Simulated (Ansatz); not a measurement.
Ansatz (a program for electronic structure) input (r2SCAN/def2-TZVPD):

Ansatz 0.2 input:
```yaml
crystal:
  periodic: [false, false, false]
  atoms:
    - {symbol: C, position_ang: [2.02601917, 0.63797414, -0.29394778]}
    - {symbol: Si, position_ang: [0.29785465, -0.08534950, 0.05753239]}
    - {symbol: P, position_ang: [0.13803186, -1.97087166, 1.10162799]}
    - {symbol: P, position_ang: [-0.70682009, -0.10746539, -2.01336309]}
    - {symbol: P, position_ang: [-0.71872820, 1.72187355, 1.10053339]}
    - {symbol: H, position_ang: [2.60057614, -0.06049619, -0.90681274]}
    - {symbol: H, position_ang: [1.97803831, 1.60343662, -0.80638045]}
    - {symbol: H, position_ang: [2.56017911, 0.77042953, 0.65036414]}
    - {symbol: H, position_ang: [0.96740511, -1.48252770, 2.16409661]}
    - {symbol: H, position_ang: [-0.28770004, -1.41572599, -2.38449241]}
    - {symbol: H, position_ang: [-1.96489471, -0.55868474, -1.53635250]}
    - {symbol: H, position_ang: [-2.04545900, 1.24423681, 0.95532003]}
    - {symbol: H, position_ang: [-0.82147864, 2.61333218, -0.00948384]}
basis:
  gaussian:
    orbitals: def2-TZVPD
hamiltonian:
  xc: {name: r2SCAN}
total_charge: -1
output: {forces: true}
```

Output:

```
Functional definition: r2SCAN
integrals: 0.35 GiB planned
1682 factors; their error is unknown
0.45 GiB of the device are held for the grids
1.81 GiB of device memory are held for the factors and their scratch space
mean field: 1.67 GiB planned
mean field evaluation 1: about -36905.7297 eV, gradient 4.8e1 eV
mean field evaluation 2: about -36900.5515 eV, gradient 6.1e1 eV
mean field evaluation 4: about -36911.4454 eV, gradient 3.8e0 eV
mean field evaluation 8: about -36911.4957 eV, gradient 2.1e-1 eV
mean field evaluation 16: about -36911.4460 eV, gradient 3.1e-3 eV
mean field -36911.44599962 eV, -1356.4706210093 hartree, gradient 1.6e-5 eV, S^2 0.000000; 0 other end points of the search recorded, 0 dependent functions left out
the calculation of the forces begins
reference -36911.44601869 eV, -1356.4706217101 hartree; 37, 37 occupied and 244, 244 virtual orbitals, 1682 factors
Total energy: -36911.44601869 eV, -1356.4706217101 hartree
Atom 0 at     2.026019     0.637974    -0.293948 Å, force    -0.091014    -0.039553     0.022424 eV/Å
Atom 1 at     0.297855    -0.085349     0.057532 Å, force     0.006412     0.056368    -0.032507 eV/Å
Atom 2 at     0.138032    -1.970872     1.101628 Å, force    -0.024040    -0.016767    -0.023301 eV/Å
Atom 3 at    -0.706820    -0.107465    -2.013363 Å, force     0.054528     0.087149     0.018032 eV/Å
Atom 4 at    -0.718728     1.721874     1.100533 Å, force     0.082293    -0.038996     0.051572 eV/Å
Atom 5 at     2.600576    -0.060496    -0.906813 Å, force     0.028199    -0.029236    -0.027280 eV/Å
Atom 6 at     1.978038     1.603437    -0.806380 Å, force    -0.006217     0.040494    -0.018558 eV/Å
Atom 7 at     2.560179     0.770430     0.650364 Å, force     0.025737     0.002978     0.039535 eV/Å
Atom 8 at     0.967405    -1.482528     2.164097 Å, force     0.010253     0.026866     0.002042 eV/Å
Atom 9 at    -0.287700    -1.415726    -2.384492 Å, force    -0.000379    -0.052316     0.004302 eV/Å
Atom 10 at    -1.964895    -0.558685    -1.536353 Å, force    -0.028603    -0.037091     0.023646 eV/Å
Atom 11 at    -2.045459     1.244237     0.955320 Å, force    -0.040195    -0.010958    -0.021755 eV/Å
Atom 12 at    -0.821479     2.613332    -0.009484 Å, force    -0.016974     0.011062    -0.038153 eV/Å
Dipole moment:     0.118865     0.686404    -0.499462 e Å
```

It need not be the lowest isomer of its formula. Whether it binds its extra electron was not tested at this geometry.
